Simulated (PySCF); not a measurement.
C₃H₆Cl, doublet, at a GFN2-xTB geometry; DF-B3LYP/6-31+G* run with PySCF.

Input for PySCF:
```python
from pyscf import gto, scf, dft

mol = gto.Mole()
mol.atom = '''
    C     1.010045   -0.591413    0.018048
    C     2.396231   -0.098797   -0.000171
    C     0.024378    0.593068   -0.015337
    H     0.814359   -1.169538    0.923615
    H     0.809536   -1.218372   -0.854187
    Cl   -1.663547    0.014864   -0.000389
    H     2.867452    0.161315   -0.927701
    H     2.899853    0.147328    0.913810
    H     0.152036    1.229211    0.859764
    H     0.153137    1.180222   -0.923928
'''
mol.basis = '6-31+g*'
mol.charge = 0
mol.spin = 1
mol.verbose = 4
mol.build()

mf = dft.UKS(mol)
mf.xc = 'b3lyp'
mf = mf.density_fit(auxbasis='def2-universal-jkfit')
mf.kernel()
mf.analyze()
```

Q: Predict the main parts of the log of this PySCF run.

A: 
```
PySCF version 2.14.0

[INPUT] verbose = 4
[INPUT] num. atoms = 10
[INPUT] num. electrons = 41
[INPUT] charge = 0
[INPUT] spin (= nelec alpha-beta = 2S) = 1
[INPUT] symmetry False subgroup None
[INPUT] Mole.unit = angstrom
[INPUT] Symbol           X                Y                Z      unit          X                Y                Z       unit  Magmom
[...]
nuclear repulsion = 150.794986427624
number of shells = 46
number of NR pGTOs = 172
number of NR cGTOs = 88
basis = 6-31+g*
ecp = {}

******** <class 'pyscf.df.df_jk.DFUKS'> ********
method = DFUKS
initial guess = minao
damping factor = 0
level_shift factor = 0
DIIS = <class 'pyscf.scf.diis.CDIIS'>
diis_start_cycle = 1
diis_space = 8
diis_damp = 0
SCF conv_tol = 1e-09
SCF conv_tol_grad = None
SCF max_cycles = 50
direct_scf = False
number electrons alpha = 21  beta = 20
XC library pyscf.dft.libxc version 7.1.2
    S. Lehtola, C. Steigemann, M. J. T. Oliveira, and M. A. L. Marques,  SoftwareX 7, 1–5 (2018)
XC functionals = b3lyp
    P. J. Stephens, F. J. Devlin, C. F. Chabalowski, and M. J. Frisch,  J. Phys. Chem. 98, 11623 (1994)
radial grids:
    Treutler-Ahlrichs [JCP 102, 346 (1995); DOI:10.1063/1.469408] (M4) radial grids

becke partition: Becke, JCP 88, 2547 (1988); DOI:10.1063/1.454033
pruning grids: <function nwchem_prune>
grids dens level: 3
symmetrized grids: False
atomic radii adjust function: <function treutler_atomic_radii_adjust>
small_rho_cutoff = 0
Set gradient conv threshold to 3.16228e-05
tot grids = 120088
******** <class 'pyscf.df.df.DF'> ********
auxbasis = def2-universal-jkfit
init E= -578.248377092155

cycle= 1 E= -578.043296601431  delta_E= 0.205  |g|= 0.193  |ddm|=  2.1
cycle= 2 E= -578.046962580143  delta_E= -0.00367  |g|= 0.193  |ddm|= 0.66
cycle= 3 E= -578.067488282011  delta_E= -0.0205  |g|= 0.0245  |ddm|= 0.341
cycle= 4 E= -578.067767985645  delta_E= -0.00028  |g|= 0.0135  |ddm|= 0.0395
cycle= 5 E= -578.067870945091  delta_E= -0.000103  |g|= 0.00356  |ddm|= 0.0228
cycle= 6 E= -578.067878391939  delta_E= -7.45e-06  |g|= 0.0017  |ddm|= 0.0101
cycle= 7 E= -578.06788023162  delta_E= -1.84e-06  |g|= 0.000568  |ddm|= 0.00352
cycle= 8 E= -578.067880447025  delta_E= -2.15e-07  |g|= 0.000132  |ddm|= 0.00127
cycle= 9 E= -578.067880459063  delta_E= -1.2e-08  |g|= 4.16e-05  |ddm|= 0.00036
cycle= 10 E= -578.067880460012  delta_E= -9.5e-10  |g|= 2e-05  |ddm|= 9.89e-05
Extra cycle  E= -578.067880460007  delta_E= 5.23e-12  |g|= 2.2e-05  |ddm|= 6.05e-05
[...]
converged SCF energy = -578.067880460007  <S^2> = 0.75378345  2S+1 = 2.0037799
Total Energy =                        -578.067880460007018
[...]
spin_pop of  3 H 1s        0.01219
spin_pop of  3 H 2s        0.00006
spin_pop of  4 H 1s        0.01572
spin_pop of  4 H 2s        0.00009
spin_pop of  5 Cl 1s       -0.00000
spin_pop of  5 Cl 2s       -0.00000
spin_pop of  5 Cl 3s       -0.00003
spin_pop of  5 Cl 4s       -0.00002
spin_pop of  5 Cl 5s        0.00001
spin_pop of  5 Cl 2px       0.00000
spin_pop of  5 Cl 2py      -0.00000
spin_pop of  5 Cl 2pz      -0.00000
spin_pop of  5 Cl 3px       0.02158
spin_pop of  5 Cl 3py      -0.00132
spin_pop of  5 Cl 3pz       0.00007
spin_pop of  5 Cl 4px       0.00016
spin_pop of  5 Cl 4py       0.00014
spin_pop of  5 Cl 4pz      -0.00000
spin_pop of  5 Cl 5px       0.00004
spin_pop of  5 Cl 5py       0.00001
spin_pop of  5 Cl 5pz       0.00000
spin_pop of  5 Cl 3dxy      0.00001
spin_pop of  5 Cl 3dyz     -0.00000
spin_pop of  5 Cl 3dz^2    -0.00002
spin_pop of  5 Cl 3dxz      0.00000
spin_pop of  5 Cl 3dx2-y2    0.00000
spin_pop of  6 H 1s       -0.02676
spin_pop of  6 H 2s        0.00022
spin_pop of  7 H 1s       -0.02680
spin_pop of  7 H 2s        0.00022
spin_pop of  8 H 1s       -0.00175
spin_pop of  8 H 2s        0.00012
spin_pop of  9 H 1s       -0.00182
spin_pop of  9 H 2s        0.00010
 ** Mulliken Spin Density (per atom)  **
spin density of  0 C =     -0.04355
spin density of  1 C =      0.99490
spin density of  2 C =      0.05642
spin density of  3 H =      0.01226
spin density of  4 H =      0.01580
spin density of  5 Cl =      0.02064
spin density of  6 H =     -0.02654
spin density of  7 H =     -0.02658
spin density of  8 H =     -0.00164
spin density of  9 H =     -0.00171
 ** Mulliken pop alpha/beta on meta-lowdin orthogonal AOs **
 ** Mulliken pop       alpha | beta **
In total            21.00000 | 20.00000
 ** Mulliken atomic charges   ( Nelec_alpha | Nelec_beta ) **
charge of  0C =     -0.17327  (     3.06486      3.10841 )
charge of  1C =     -0.23645  (     3.61567      2.62077 )
charge of  2C =     -0.13352  (     3.09497      3.03855 )
charge of  3H =      0.11087  (     0.45069      0.43844 )
charge of  4H =      0.11122  (     0.45229      0.43649 )
charge of  5Cl =     -0.14198  (     8.58131      8.56067 )
charge of  6H =      0.11231  (     0.43058      0.45711 )
charge of  7H =      0.11304  (     0.43019      0.45677 )
charge of  8H =      0.11899  (     0.43968      0.44132 )
charge of  9H =      0.11878  (     0.43975      0.44147 )
Dipole moment(X, Y, Z, Debye):  2.00052,  0.57482, -0.00988
```
